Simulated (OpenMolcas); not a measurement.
Zr+.

```json
{"Program": "OpenMolcas", "Basis": "ANO-RCC-VQZP [8s7p5d3f2g1h]", "Scalar Hamiltonian": "DKH2, point nucleus", "Active space": "3 electrons in 11 orbitals (4d 5s 5d)", "State averaging": "2S+1 = 4 even, 20 roots; 2S+1 = 2 even, 49 roots kept (CI in the orbitals of an earlier block)", "Spin-orbit coupling": "state interaction with AMFI integrals over the reference wave functions, term energies averaged over their components"}
```

Two sets of levels on these reference wave functions, in cm⁻¹ above 4d² 5s ⁴F_3/2: one from CASSCF and one from MS-CASPT2, IPEA 0.25 Eh, imaginary shift 0.1 Eh (closed shells correlated: 4s 4p).

```
           Level  Set 1  Set 2
   4d² 5s ⁴F_3/2    0.0    0.0
   4d² 5s ⁴F_5/2    335    336
   4d² 5s ⁴F_7/2    807    816
   4d² 5s ⁴F_9/2   1399   1411
      4d³ ⁴F_3/2   2910   2620
      4d³ ⁴F_5/2   3230   2960
      4d³ ⁴F_7/2   3640   3380
      4d³ ⁴F_9/2   4120   3860
4d² 5s ²D_3/2(1)   5620   4190
4d² 5s ²D_5/2(1)   6010   4440
      4d³ ²P_1/2   6710   5780
      4d³ ²P_3/2   7200   6220
   4d² 5s ²F_5/2   7880   5550
   4d² 5s ²F_7/2   8620   6230
   4d² 5s ⁴P_1/2   9320   7850
      4d³ ²G_7/2   9510   7820
```

Which set is which?

Set 2 is MS-CASPT2. Its levels of the other terms of 4d² 5s lie at 0.70 to 0.84 of the other set's values, as expected, since terms of lower spin or lower L gain more correlation energy than the Hund ground term. Against 9 measured levels (NIST Handbook of Basic Atomic Spectroscopic Data) the mean absolute deviation is 100 cm-1 with it and 640 cm-1 without; single levels miss by up to 240 cm-1 with it.

CASPT2 breaks the degeneracy within a term, and the mean is taken; among the terms shown or strongly mixed into the levels shown the widest spread is 1100 cm-1 (4d³ ⁴F, MS-CASPT2). Terms from blocks run as CI alone lack orbitals of their own. Active for correlation alone: 5d; no level in the range computed is led by a configuration that fills it, so any true level of that kind is missing. Without dynamic correlation excited terms often stand tens of per cent too high (terms of higher spin than the ground term too low), and those without a measured partner can miss by more than the paired ones (holds for CASSCF). Some levels mix across a computed gap that differs much from the measured one, so their mixing is not that of the real levels (holds for CASSCF). The CASPT2 spread within a term exceeds the gap to the next term for 4d³ ⁴F and 4d² 5s ²D(1), 4d² 5s ²F and 4d³ ²P, 4d³ ²G and 4d² 5s ⁴P, so the order of their levels is uncertain, and so are names and mixing where such terms share a J (holds for MS-CASPT2). Measured partners are found by configuration, term and J. A level has none where our copy of the source lacks it or the pairing is in doubt (some pairs that miss far off the trend of their configuration count as doubtful), and it then counts in no deviation. Levels of configurations outside the active space are missing. Levels that lie high or do not pair safely by name in every column are left out.

A number in round brackets counts repeated terms of one configuration in the order of the reference energies.
